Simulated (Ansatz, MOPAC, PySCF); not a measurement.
Noncovalent pair: CH2O (SMILES C=O) (first 4 atoms) with H2Se (SMILES [SeH2]); geometry from B3LYP-D3(BJ)/def2-TZVP, rigid monomers moved along the line of their centres of mass till O2···Se5 is 3.71 Å.
(charge 0, multiplicity 1):
```xyz
7

C      0.35370     0.06698    -0.32922
O      1.08377    -0.66807     0.27787
H      0.20414    -0.03382    -1.42102
H     -0.20388     0.87851     0.17370
Se     0.87311     0.82915     3.66760
H      0.43281    -0.57044     3.64835
H      0.22676     1.06460     4.96946
```

| level | interaction energy (kJ/mol) | minus MP2/CBS(aug-cc-pVDZ, aug-cc-pVTZ) + ΔCCSD(T)/aug-cc-pVDZ | cost |
|---|---|---|---|
| PM6 | -2.9 | 4.5 | - |
| PM7 | -3.4 | 4.1 | - |
| HF/6-31G* | -4.0 | 3.5 | - |
| HF/aug-cc-pVTZ | -4.0 | 3.5 | - |
| PBE/def2-TZVPPD | -5.5 | 1.9 | ×1 |
| r2SCAN/def2-TZVPPD | -6.2 | 1.2 | ×2 |
| r2SCAN-D3(BJ)/def2-TZVPPD | -7.4 | 0.0 | ×2 |
| B3LYP/3-21G (no counterpoise) | -7.6 | -0.2 | - |
| B3LYP/6-31G* | -3.5 | 4.0 | - |
| B3LYP-D3(BJ)/def2-TZVPPD | -8.0 | -0.5 | ×2 |
| B3LYP-D4/def2-TZVPPD | -8.1 | -0.7 | ×2 |
| PBE0/def2-TZVPPD | -5.3 | 2.1 | ×2 |
| PBE0-D4/def2-TZVPPD | -8.2 | -0.7 | ×2 |
| wB97X-V/def2-TZVPPD | -7.6 | -0.2 | ×4 |
| wB97M-V/def2-TZVPPD | -7.3 | 0.1 | ×4 |
| MP2/6-31G* (no counterpoise) | -9.1 | -1.7 | - |
| SCS-MP2/aug-cc-pVDZ | -6.2 | 1.3 | - |
| CCSD/aug-cc-pVDZ | -6.4 | 1.0 | - |
| CCSD(T)/aug-cc-pVDZ | -6.8 | 0.6 | ×4 |
| MP2/CBS(aug-cc-pVDZ, aug-cc-pVTZ) + ΔCCSD(T)/aug-cc-pVDZ | -7.4 | 0.0 | ×9 |

 The comparison column counts from a level with limits of its own.

The rows run from -9.1 (MP2/6-31G* (no counterpoise)) to -2.9 kJ/mol (PM6). The dispersion term adds -1.2 in r2SCAN-D3(BJ), -2.8 in PBE0-D4. The 5 functionals in def2-TZVPPD without D3 or D4 span 2.3, from wB97X-V to PBE0.

Interaction energies are E(AB) − E(A) − E(B) at the monomers' geometry in the complex; basis-set methods are counterpoise corrected. Rows marked so take none.

Cores are frozen in the correlated methods. Filled d and f shells under p-block atoms count as core. CBS(a, b) extrapolates the correlation energy as X⁻³ and adds the Hartree–Fock energy of set b. Rows in 3-21G, 6-31G* carry no dispersion term and start afresh at each structure (6-31G* with six Cartesian d functions); the Pople sets are all-electron and without relativity. MP2/6-31G* freezes PySCF's default core, which leaves 3d correlated. The state that PM6, PM7 reach isn't checked; PM7 holds dispersion and hydrogen-bond terms.

Run with Ansatz (Gaussian basis) for Hartree–Fock, density functionals and correlated methods; MOPAC for PM6, PM7 (differences of heats of formation); PySCF for 3-21G rows, 6-31G* rows, the dispersion terms. 

Costs are rough ratios of core time to PBE/def2-TZVPPD (about 7 s over the structures, on one shared machine); a dash marks a level with no comparable run of its own.

Ansatz is an electronic-structure program.
